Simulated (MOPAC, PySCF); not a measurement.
H6InN3, SMILES `[NH2][In]([NH2])[NH2]`, neutral singlet in the gas phase. 

Z-matrix (Å, degrees):
```
In
N 1 2.0432
H 2 1.0114 1 116.07
H 2 1.0115 3 108.39 1 -132.11
N 1 2.0432 2 120.36 3 31.12
H 5 1.0114 1 116.07 2 -31.14
H 5 1.0115 6 108.39 1 132.12
N 1 2.0437 2 119.68 3 -155.01
H 8 1.0116 1 115.61 2 -150.97
H 8 1.0116 9 108.29 1 -131.56
```
Charge 0, spin multiplicity 1.

All levels are single points at this geometry (B3LYP-D3(BJ)/def2-TZVP); Pople sets use spherical d functions. Orbital energies aren't observables, and empty levels follow the basis.

B3LYP/6-311+G** (LANL2DZ on In) in PySCF gives HOMO (eV) = -6.63.

Problem. Estimate the HOMO (eV) from each of these levels: B3LYP-D3(BJ)/def2-TZVP in PySCF; PBE-D3(BJ)/def2-TZVP in PySCF; B3LYP/LANL2DZ in PySCF; BP86/6-31G* (LANL2DZ on In) in PySCF; M06-2X/6-31G* (LANL2DZ on In) in PySCF; PBE/6-31G* (LANL2DZ on In) in PySCF; HF/6-31G* (LANL2DZ on In) in PySCF; PM7 in MOPAC.

Solution. 
| level | HOMO (eV) |
|---|---|
| B3LYP-D3(BJ)/def2-TZVP in PySCF | -6.53 |
| PBE-D3(BJ)/def2-TZVP in PySCF | -5.38 |
| B3LYP/LANL2DZ in PySCF | -6.17 |
| BP86/6-31G* (LANL2DZ on In) in PySCF | -4.97 |
| M06-2X/6-31G* (LANL2DZ on In) in PySCF | -7.73 |
| PBE/6-31G* (LANL2DZ on In) in PySCF | -4.87 |
| HF/6-31G* (LANL2DZ on In) in PySCF | -9.95 |
| PM7 in MOPAC | -9.11 |
